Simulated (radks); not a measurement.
Charge is removed step by step from the 1s down level of the beryllium ion Be2+, starting from 1s(up 1, down 1). Calculated with a radial shooting solver on a logarithmic mesh with Libxc functionals: scalar-relativistic Kohn-Sham, BLYP, spin-polarised, spherical densities, point nucleus.

removed (e)	E - E(0) (eV)	eigenvalue (eV)
0	0.000	-132.71
0.1	13.498	-137.25
0.2	27.448	-141.76
0.3	41.847	-146.21
0.4	56.687	-150.58
0.5	71.960	-154.85
0.6	87.653	-158.99
0.7	103.75	-162.94
0.8	120.23	-166.64
0.9	137.06	-169.75

The mean slope of the eigenvalue, de/dn, is 41.2 eV per electron.
